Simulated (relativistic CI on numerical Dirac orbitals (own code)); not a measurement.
# Crystal-field levels of Tb³⁺, 4f8

Calculated by Dirac-Coulomb-Breit CI, separate exchange-only KLI orbitals for each configuration, model QED (radiative potential, 1s self-energy scaled to tabulated hydrogen-like ionisation energies), valence Slater integrals scaled by 0.7, one configuration in a parametric crystal field (own radial code).

Field parameters in Wybourne normalisation. The field is a parameter set, without covalency.

S and J are read from ⟨S²⟩ = S(S + 1) and ⟨J²⟩ = J(J + 1) of each level; they are not fictitious spins.

D4h, B20 = 1560, B40 = -150, B44 = 600, B60 = -520, B64 = -400 cm⁻¹, the lowest 16 levels:

```tsv
E (cm⁻¹)	Degeneracy	Irrep	S	J
0.0	1	B2	2.94	6.00
0.1	1	B1	2.94	6.00
228	2	E	2.94	5.98
431	1	A1	2.94	5.98
445	1	A2	2.94	5.98
602	2	E	2.94	5.98
675	1	B2	2.94	5.98
814	1	B1	2.94	6.00
834	2	E	2.94	6.00
847	1	A1	2.94	6.00
2411	2	E	2.96	5.02
2518	1	A2	2.96	4.96
2535	1	A1	2.96	4.96
2586	2	E	2.96	4.95
2650	1	B1	2.96	4.92
2682	1	B2	2.96	4.98
```

D4h, B20 = 40, B40 = -360, B44 = 1250, B60 = -140, B64 = -630 cm⁻¹, the lowest 16 levels:

```tsv
E (cm⁻¹)	Degeneracy	Irrep	S	J
0.0	1	A1	2.94	5.99
0.9	1	B2	2.94	5.99
4.1	2	E	2.94	5.99
65.8	1	B1	2.94	5.98
119	1	B2	2.94	5.98
148	2	E	2.94	5.99
164	1	A2	2.94	5.99
280	1	B1	2.94	5.99
293	2	E	2.94	5.99
305	1	A1	2.94	5.99
2120	1	A2	2.96	4.98
2153	2	E	2.96	4.99
2225	1	B2	2.96	5.00
2244	1	A1	2.96	4.98
2261	2	E	2.96	4.99
2342	1	B1	2.96	5.01
```

The next free-ion level lies 2118 cm⁻¹ above the lowest; the field splits the ground level into components whose J stays near 6 as long as their spread is small against that gap.

Levels of this model without a field, named by their leading LS term (the scale mimics covalency, so terms lie below those of the real free ion): ⁷F6 0, ⁷F5 2118, ⁷F4 3252, ⁷F3 4231, ⁷F2 4896, ⁷F1 5352, ⁷F0 5571, ⁵D4 15395 cm⁻¹.
